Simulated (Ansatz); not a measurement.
Reaction (formal exchange of groups at a B–H bond): `BCl` + `COCS` → `SCOBCl` + CH₄

Isolated molecules relaxed with PBE0-D4/def2-TZVP in Ansatz; ΔE leaves out vibrations. CCSD(T)/CBS is the MP2 limit (def2-TZVPP, def2-QZVPP) plus CCSD(T) − MP2 in def2-TZVPP, frozen cores. This one scheme is used for every species. DFT in def2-TZVPP. B3LYP here is the variant with VWN-RPA as its local correlation; programs differ in this. Each species was taken in one conformer, which may not be the lowest.

(1) Is it downhill or uphill in electronic energy at CCSD(T)/CBS, and by how much? (Estimate.)

(2) What do these levels give: PBE-D4, r2SCAN-D4, PBE0-D4, ωB97X-V, ωB97M-V, PBE, B3LYP, MP2/def2-TZVPP, CCSD/def2-TZVPP, HF/def2-QZVPP, HF/CBS(def2), MP2/CBS(def2)? (An estimate is asked.)

Largest T1 diagnostic among the species: 0.013.

## Answers

(1) Ansatz gave: Downhill: ΔE = -54.2 kcal/mol.

(2) Computed: PBE-D4 -53.5, r2SCAN-D4 -55.1, PBE0-D4 -53.8, ωB97X-V -53.1, ωB97M-V -54.5, PBE -53.3, B3LYP -54.0, MP2/def2-TZVPP -55.5, CCSD/def2-TZVPP -54.0, HF/def2-QZVPP -53.1, HF/CBS(def2) -53.1, MP2/CBS(def2) -55.6 kcal/mol.

In def2-TZVPP, CCSD(T) changes the Hartree–Fock value by −1.1 kcal/mol (the triples alone add −0.1 kcal/mol) and MP2 by −2.5 kcal/mol.
